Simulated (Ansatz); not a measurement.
`[BH2][Ga]([BH2])[F]` + `C=CC` → `BC(=C)C` + `[BH2][GaH][F]` at 700 K and 1 bar (formal exchange of groups at a B–Ga bond).

Calculated with Ansatz (gas phase, PBE0-D4/def2-TZVP geometries, no zero-point term in ΔE). CBS: MP2 limit from def2 TZ/QZ plus the TZ coupled-cluster correction, frozen cores. For Ga outer-core shells are correlated without core-valence functions, which leaves a few kJ/mol of doubt a bond. Scalar relativity is left out up to krypton.

| species | CCSD(T)/CBS energy (Eh) | H − E (kJ/mol) | S (J/(mol·K)) |
| --- | --- | --- | --- |
| `[BH2][Ga]([BH2])[F]` | -2075.69014 | 179.2 | 443.9 |
| `C=CC` | -117.74610 | 260.0 | 340.6 |
| `BC(=C)C` | -143.12562 | 305.6 | 402.8 |
| `[BH2][GaH][F]` | -2050.32373 | 127.0 | 378.7 |

H − E and S are ideal-gas, rigid-rotor, harmonic terms from PBE0-D4/def2-TZVP. 1 Eh = 2625.50 kJ/mol, R = 8.31446 J/(mol·K).

Task: By hand: ΔE, ΔH, ΔS and ΔG.

Result: ΔE = (-143.12562) + (-2050.32373) − (-2075.69014) − (-117.74610) = -0.01311 Eh = -34.4 kJ/mol. Δ(H − E) = 305.6 + 127.0 − 179.2 − 260.0 = -6.6, so ΔH = -41.0 kJ/mol. ΔS = 402.8 + 378.7 − 443.9 − 340.6 = -3.0 J/(mol·K). ΔG = -41.0 − 700 × (-3.0)/1000 = -38.9 kJ/mol.

Task: By hand: the equilibrium constant, and the temperature at which ΔG would vanish if ΔH and ΔS stayed fixed.

Result: log₁₀ K = −ΔG/(RT ln 10) = 2.9. ΔG = 0 at ΔH/ΔS = 13667 K, far beyond where these terms or the molecules hold.

The number of gas molecules stays the same, so ΔS is small and ΔH decides. A doubt of 5 kJ/mol in ΔE shifts log₁₀ K by 0.4 here. These are equilibria of isolated gas molecules and say nothing of rates. Largest T1 diagnostic: 0.014 (customary marks: 0.02 for closed shells, 0.045 for open ones).
